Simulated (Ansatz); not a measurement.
A series at Si: from `N[SiH](N)N`, ligands are replaced one by one, each step taking up HCl and setting free NH₃; n counts the steps. Ansatz, PBE0-D4/def2-TZVP geometries. Each molecule was computed in one conformer, which needn't be the lowest.

```
n         molecule  HOMO energy, ωB97M-V/def2-TZVPP (eV)
0     `N[SiH](N)N`                                 -9.25
1    `N[SiH](N)Cl`                                     ?
2   `N[SiH](Cl)Cl`                                -10.56
3  `Cl[SiH](Cl)Cl`                                -11.62
```

**Question.** By hand: fit a straight line y = ȳ + b (n − n̄) to the 3 given rows and predict n = 1.

**Answer.** n̄ = 1.667, ȳ = -10.477; Σ(n − n̄)(y − ȳ) = -3.597, Σ(n − n̄)² = 4.667, so b = -0.771 eV a step. Prediction: -10.477 + (-0.771) × (-0.667) = -9.96 eV.

**Question.** By hand: compare with the computed value, -10.11 eV, and give the steps along the whole series.

**Answer.** The line misses by -0.15 eV (computed minus predicted). Steps: -0.86, -0.45, -1.06 eV.

The steps differ by up to 0.61 eV without a steady trend. The highest orbital can change its character along such a series. The miss is 6.3 % of the series' range.
